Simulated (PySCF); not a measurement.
```xyz
3
charge 0 multiplicity 6, angstrom
Tc    0.0000    0.0000   -0.0097
H     1.6718    0.0000    0.4783
H    -1.6718    0.0000    0.4783
```

These are results of UPBE0 in PySCF with Tc def2-TZVP with ECP28, H def2-TZVP; scalar-relativistic core potentials, no spin–orbit coupling; density-fitted integrals, not measurements.

This geometry of TcH₂ is a stationary point at this level.

Problem. What is the point group?

Solution. C2v.

Problem. Is it a minimum?

Solution. Yes: all harmonic wavenumbers are real.

Problem. What are the dipole moment and the gap between the highest occupied and lowest empty levels of either spin?

Solution. 1.36 D and 3.73 eV.

Problem. What is the atomisation energy, with and without zero-point energy?

Solution. 515 kJ/mol without, 491 kJ/mol with.

Other isomers or separated fragments may lie lower. Other spin states or occupations of the open shell can lie lower.
